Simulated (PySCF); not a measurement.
**[W(CH3)6] (charge 0, multiplicity 1)**

These are PySCF 2.14.0 with TPSSh-D3(BJ)/def2-TZVP // PBE-D3(BJ)/def2-SVP values and carry that method's errors.

```json
{
  "HOMO": "-6.40 eV",
  "dipole_moment": "1.58 D",
  "HOMO–LUMO gap": "3.94 eV",
  "LUMO": "-2.46 eV",
  "charge on the central atom (Mulliken)": "0.83 e",
  "total_energy": "-306.6395 Ha",
  "cost": "roughly 25 core-minutes"
}
```

Bonds (Å): W1–C2 2.135, W1–C6 2.202, W1–C10 2.202, W1–C14 2.135, W1–C18 2.202, W1–C22 2.135, C2–H3 1.111, C2–H4 1.116, C2–H5 1.107, C6–H7 1.111, C6–H8 1.113, C6–H9 1.105, C10–H11 1.105, C10–H12 1.111, C10–H13 1.113, C14–H15 1.107, C14–H16 1.111, C14–H17 1.116, C18–H19 1.105, C18–H20 1.111, C18–H21 1.113, C22–H23 1.107, C22–H24 1.111, C22–H25 1.116. Angles (°): C2–W1–C6 128.7, C2–W1–C10 76.1, C2–W1–C14 96.0, C2–W1–C18 134.9, C2–W1–C22 96.0, C6–W1–C10 75.4, C6–W1–C14 76.1, C6–W1–C18 75.3, C6–W1–C22 134.9, C10–W1–C14 134.8, C10–W1–C18 75.3, C10–W1–C22 128.7, C14–W1–C18 128.8, C14–W1–C22 96.0, C18–W1–C22 76.1, W1–C2–H3 110.8, W1–C2–H4 102.7, W1–C2–H5 117.9, H3–C2–H4 107.8, H3–C2–H5 108.7, H4–C2–H5 108.4, W1–C6–H7 109.7, W1–C6–H8 104.2, W1–C6–H9 117.2, H7–C6–H8 107.9, H7–C6–H9 109.0, H8–C6–H9 108.6, W1–C10–H11 117.2, W1–C10–H12 109.7, W1–C10–H13 104.2, H11–C10–H12 109.0, H11–C10–H13 108.5, H12–C10–H13 107.9, W1–C14–H15 117.8, W1–C14–H16 110.8, W1–C14–H17 102.7, H15–C14–H16 108.7, H15–C14–H17 108.4, H16–C14–H17 107.8, W1–C18–H19 117.2, W1–C18–H20 109.7, W1–C18–H21 104.2, H19–C18–H20 109.0, H19–C18–H21 108.6, H20–C18–H21 107.9, W1–C22–H23 117.9, W1–C22–H24 110.8, W1–C22–H25 102.7, H23–C22–H24 108.7, H23–C22–H25 108.4, H24–C22–H25 107.8.
Charge 0, spin multiplicity 1.
